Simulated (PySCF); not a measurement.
# Polarisability and C₆ of Ba (barium, neutral)

[Xe] 6s2, closed-shell 1S. Calculation: PySCF 2.14, in aug-cc-pwCVTZ-X2C (11s10p8d4f, 109 functions); the spin-free X2C one-electron Hamiltonian (Gaussian nucleus). Coupled (time-dependent) response in atomic units; α is the mean over directions.

```json
{"method": "UHF", "mean α (bohr³)": "324.4", "C₆ (like pair)": "6897", "S(−4)": "46900"}
{"method": "PBE", "mean α (bohr³)": "266.4", "C₆ (like pair)": "5192", "S(−4)": "31540"}
{"method": "PBE0", "mean α (bohr³)": "278.8", "C₆ (like pair)": "5553", "S(−4)": "34340"}
```

S(−4) is the Cauchy moment in α(ω) = α(0) + S(−4) ω² + …

Reference α: 272 ± 10 bohr³ (recommended; Schwerdtfeger and Nagle, table of static dipole polarizabilities (2023 update)). Published C₆: 5540 (Gould and Bucko (2016)).

Hartree-Fock lies above the reference because it lacks correlation, which contracts the outer shell.

α(iu) at UHF:

```csv
u (hartree),α(iu) (bohr³)
0,324.4
0.0500,239.2
0.100,137.1
0.200,55.79
0.300,31.61
0.500,16.26
0.750,9.836
1.00,6.781
1.50,3.847
2.00,2.511
3.00,1.360
5.00,0.6263
```

A single London oscillator, α(iu) = α/(1 + u²/ω²), gives C₆ = (3/4) ω α². Matching the computed C₆ needs ω = 4 × 6897 / (3 × 324.4²) = 0.0874 hartree.

Spin-orbit coupling, which splits the p, d and f shells strongly at this Z, is absent.
